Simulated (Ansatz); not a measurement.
`F[SiH]([SiH3])P` + `[PH2][GaH2]` → `P[PH][GaH2]` + `F[SiH2][SiH3]` at 298.15 K and 1 bar (cleavage of the P–Si bond).

Computed with Ansatz on PBE0-D4/def2-TZVP structures; ΔE is electronic, products minus reactants. CBS: MP2 limit from def2 TZ/QZ plus the TZ coupled-cluster correction, frozen cores. For Ga outer-core shells are correlated without core-valence functions, which leaves a few kJ/mol of doubt a bond. Scalar relativity is left out up to krypton. One conformer a species, not always the lowest.

| species | CCSD(T)/CBS energy (Eh) | H − E (kJ/mol) | S (J/(mol·K)) |
| --- | --- | --- | --- |
| `F[SiH]([SiH3])P` | -1022.55000 | 165.7 | 364.3 |
| `[PH2][GaH2]` | -2267.26620 | 94.5 | 289.3 |
| `P[PH][GaH2]` | -2608.80809 | 127.6 | 332.9 |
| `F[SiH2][SiH3]` | -681.00067 | 133.6 | 311.5 |

H − E and S are ideal-gas, rigid-rotor, harmonic terms from PBE0-D4/def2-TZVP, for one conformer and one mirror image of each species. 1 Eh = 2625.50 kJ/mol, R = 8.31446 J/(mol·K).

Problem. By hand: ΔE, ΔH, ΔS and ΔG.

Solution. ΔE = (-2608.80809) + (-681.00067) − (-1022.55000) − (-2267.26620) = 0.00744 Eh = 19.5 kJ/mol. Δ(H − E) = 127.6 + 133.6 − 165.7 − 94.5 = 1.0, so ΔH = 20.5 kJ/mol. ΔS = 332.9 + 311.5 − 364.3 − 289.3 = -9.2 J/(mol·K). ΔG = 20.5 − 298.15 × (-9.2)/1000 = 23.2 kJ/mol.

Problem. By hand: the equilibrium constant, and the temperature at which ΔG would vanish if ΔH and ΔS stayed fixed.

Solution. log₁₀ K = −ΔG/(RT ln 10) = -4.1. ΔH and −TΔS have one sign here, so there is no such temperature.

The number of gas molecules stays the same, so ΔS is small and ΔH decides. A doubt of 5 kJ/mol in ΔE shifts log₁₀ K by 0.9 here. Other conformers and mirror images would add mixing entropy, several J/(mol·K) or more a flexible species. These are equilibria of isolated gas molecules and say nothing of rates. Largest T1 diagnostic: 0.014 (customary marks: 0.02 for closed shells, 0.045 for open ones).

ΔS is within the doubt of such terms, so its sign, and with it that verdict, could turn.
